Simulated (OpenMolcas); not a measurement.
# Re4+: moving the ligands

Re4+ with 6 ligands (fluoride) in octahedral coordination (Oh) at 1.94 Å. A charge of +0.333 e stands 2.4 Å behind each ligand. Ligand basis ANO-RCC-VDZP.

```
Program             : OpenMolcas
Method              : SS-CASPT2, IPEA 0.25 Eh, imaginary shift 0.1 Eh (closed shells correlated: 5s 5p and the ligand valence shells)
Basis               : ANO-RCC-VDZP [7s6p4d2f1g]
Scalar Hamiltonian  : DKH2, point nucleus
Active space        : 3 electrons in 5 orbitals (5d)
State averaging     : 2S+1 = 4 even, 10 roots; 2S+1 = 2 even, 40 roots
Spin-orbit coupling : state interaction with AMFI integrals over the reference wave functions
```

Runs around this geometry, states (labels of O, the rotations of Oh). Energies in cm-1 above the lowest state or level, χT in cm3 K/mol.

```
R (Å)  Ground state  First state of that spin  First gap with spin-orbit (degeneracies)  χT at 300 K  First state of another spin
 1.85           4A2                 4T2 42820                              10800 (4, 4)        1.459                    2T1 11690
 1.94           4A2                 4T2 35640                              10880 (4, 4)        1.381                     2E 11860
 2.05           4A2                 4T2 28630                              10790 (4, 4)        1.272                     2E 11890
```

Taking the first state of the same spin as R^-n, n = -ln(28630 / 42820) / ln(2.05 / 1.85) = 3.9 between the shortest and longest distance.

Roots that are degenerate in the reference are averaged as groups; the widest CASPT2 spread within a group is 830 cm-1 (the 3-fold group of multiplicity 2 near 96600 cm-1 above the lowest state of its run, R = 1.94). Shifts and gaps below about the spread of the groups concerned are not significant. Over all roots computed the reference weight is 0.71 to 0.72 in R = 1.85, 0.70 to 0.72 in R = 1.94, 0.70 to 0.71 in R = 2.05; a low but even weight reflects the number of correlated electrons. Ligand-to-metal charge-transfer states are missing. With no ligand orbital active B as a rule stays too high, so bands that hang on it stand too high and its fall with covalency is understated. With one d shell and no ligand orbital active, 10Dq can be off by a tenth or more. The least metal-like active orbital is 73 % on the metal (Löwdin) and no ligand orbital is active, so the numbers are rough (holds for R = 1.85). The least metal-like active orbital is 76 % on the metal (Löwdin) and no ligand orbital is active, so the numbers are rough (holds for R = 1.94). The least metal-like active orbital is 78 % on the metal (Löwdin) and no ligand orbital is active, so the numbers are rough (holds for R = 2.05). No measured value stands beside these numbers; the geometry is a model, was not optimised and need not be the one that this ion takes.
